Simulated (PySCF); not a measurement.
PySCF input (CCSD(T)/cc-pVDZ):

```python
from pyscf import gto, scf, mp, cc as ccmod

mol = gto.M(
    atom='''
    Si    0.97108021   -0.58087265    0.01833942
    S    -0.75787112    0.54665389   -0.01125239
    H    -1.46918503   -0.61424516   -0.07671353
    ''',
    basis='cc-pvdz',
    charge=1,
    spin=0,
    verbose=4,
)

mf = scf.RHF(mol)
mf.conv_tol = 1e-10
mf.max_cycle = 100
mf.kernel()
mp2 = mp.MP2(mf, frozen=10).run()
cc = ccmod.CCSD(mf, frozen=10)
cc.max_cycle = 100
cc.kernel()
et = cc.ccsd_t()
print(f'E(CCSD(T)) = {cc.e_tot + et:.9f}')
```

End of the output:

```
Extra cycle  E= -686.75845384809  delta_E= -6.82e-13  |g|= 7.46e-07  |ddm|= 2.55e-06
converged SCF energy = -686.75845384809

******** <class 'pyscf.mp.mp2.RMP2'> ********
nocc = 5, nmo = 31
frozen orbitals 10
E(RMP2) = -686.953800878035  E_corr = -0.195347029945284
E(SCS-RMP2) = -686.954878188437  E_corr = -0.196424340347177
E_corr(same-spin) = -0.0438370333698047
E_corr(oppo-spin) = -0.15150999657548

******** <class 'pyscf.cc.ccsd.CCSD'> ********
CC2 = 0
CCSD nocc = 5, nmo = 31
frozen orbitals 10
max_cycle = 100
direct = 0
conv_tol = 1e-07
conv_tol_normt = 1e-05
diis_space = 6
diis_start_cycle = 0
diis_start_energy_diff = 1e+09
Init t2, MP2 energy = -686.9538008722  E_corr(MP2) -0.195347024110435
Init E_corr(CCSD) = -0.195347024110871
cycle = 1  E_corr(CCSD) = -0.214882564304866  dE = -0.0195355402  norm(t1,t2) = 0.0617541
cycle = 2  E_corr(CCSD) = -0.222345773973794  dE = -0.00746320967  norm(t1,t2) = 0.0243768
cycle = 3  E_corr(CCSD) = -0.224824163987916  dE = -0.00247839001  norm(t1,t2) = 0.0132938
cycle = 4  E_corr(CCSD) = -0.226323432288559  dE = -0.0014992683  norm(t1,t2) = 0.00551585
cycle = 5  E_corr(CCSD) = -0.226100425270723  dE = 0.000223007018  norm(t1,t2) = 0.00204794
cycle = 6  E_corr(CCSD) = -0.226109300451464  dE = -8.87518074e-06  norm(t1,t2) = 0.00057078
cycle = 7  E_corr(CCSD) = -0.226125403028233  dE = -1.61025768e-05  norm(t1,t2) = 0.000207335
cycle = 8  E_corr(CCSD) = -0.226125944491647  dE = -5.41463414e-07  norm(t1,t2) = 6.83999e-05
cycle = 9  E_corr(CCSD) = -0.226124898864374  dE = 1.04562727e-06  norm(t1,t2) = 2.93871e-05
cycle = 10  E_corr(CCSD) = -0.226124831337133  dE = 6.75272403e-08  norm(t1,t2) = 1.07778e-05
cycle = 11  E_corr(CCSD) = -0.226124576867166  dE = 2.54469968e-07  norm(t1,t2) = 5.42747e-06
cycle = 12  E_corr(CCSD) = -0.226124524558955  dE = 5.23082107e-08  norm(t1,t2) = 2.32257e-06
CCSD converged
E(CCSD) = -686.9845783726488  E_corr = -0.2261245245589548
CCSD(T) correction = -0.00859432346439959
E(CCSD(T)) = -686.993172696
```

It need not be the lowest isomer of its formula.
